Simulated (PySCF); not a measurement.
C3H8O2Si.
SMILES: `C=CC[SiH](O)O`

Torsions of this conformer, `[CH2:1]=[CH:2][CH2:3][SiH:4]([OH:5])[OH:6]`: C1–C2–C3–Si4 94°, C2–C3–Si4–O5 -50°, H–O5–Si4–C3 37°, H–O6–Si4–C3 -175°.

The closed-shell ground state was solved at several levels (PySCF, density fitting, gas phase, non-relativistic). One conformer (not necessarily the lowest) at the PBE0-D3(BJ)/def2-SVP geometry, without solvent, vibrations or thermal averaging.

```json
{"level": "PBE0/6-31+G*", "basis functions": "128", "HOMO (eV)": "-7.32", "LUMO (eV)": "-0.22", "gap (eV)": "7.10", "dipole (D)": "0.51"}
{"level": "PBE0/def2-SVP", "basis functions": "128", "HOMO (eV)": "-7.25", "LUMO (eV)": "0.10", "gap (eV)": "7.35", "dipole (D)": "0.57"}
{"level": "PBE0/aug-cc-pVDZ", "basis functions": "214", "HOMO (eV)": "-7.33", "LUMO (eV)": "-0.30", "gap (eV)": "7.03", "dipole (D)": "0.53"}
{"level": "CAM-B3LYP/def2-SVPD", "basis functions": "194", "HOMO (eV)": "-8.70", "LUMO (eV)": "0.83", "gap (eV)": "9.53", "dipole (D)": "0.53"}
{"level": "wB97X-D/def2-SVPD", "basis functions": "194", "HOMO (eV)": "-9.21", "LUMO (eV)": "1.59", "gap (eV)": "10.80", "dipole (D)": "0.52"}
{"level": "PBE0/def2-TZVP", "basis functions": "240", "HOMO (eV)": "-7.31", "LUMO (eV)": "-0.13", "gap (eV)": "7.18", "dipole (D)": "0.52"}
{"level": "PBE0/6-31G*", "basis functions": "104", "HOMO (eV)": "-7.08", "LUMO (eV)": "0.39", "gap (eV)": "7.47", "dipole (D)": "0.63"}
```

Task: Estimate the row for LC-wPBE/def2-SVPD, a basis of 194 functions; the other rows only guide the guess.

Result: HOMO -10.05 eV, LUMO 1.92 eV, gap 11.97 eV, dipole 0.53 D.

Task: Over all these levels, which gives the widest orbital gap and which the narrowest?

Result: LC-wPBE/def2-SVPD (range-separated hybrid) has the widest, 11.97 eV, and PBE0/aug-cc-pVDZ (global hybrid, 25 % exact exchange) the narrowest, 7.03 eV. Functional and basis both differ between the two, so the spread mixes both effects.

Task: How much does the basis alone move the frontier levels among the 5 PBE0 rows?

Result: The HOMO by 0.25 eV and the LUMO by 0.69 eV. By rising basis size (HOMO, LUMO in eV): 6-31G* -7.08, 0.39; 6-31+G* -7.32, -0.22; def2-SVP -7.25, 0.10; aug-cc-pVDZ -7.33, -0.30; def2-TZVP -7.31, -0.13.

Task: How far do the dipole and the HOMO energy spread over the levels?

Result: The dipole runs from 0.51 to 0.63 D (mean 0.54 D) and the HOMO from -10.05 to -7.08 eV.
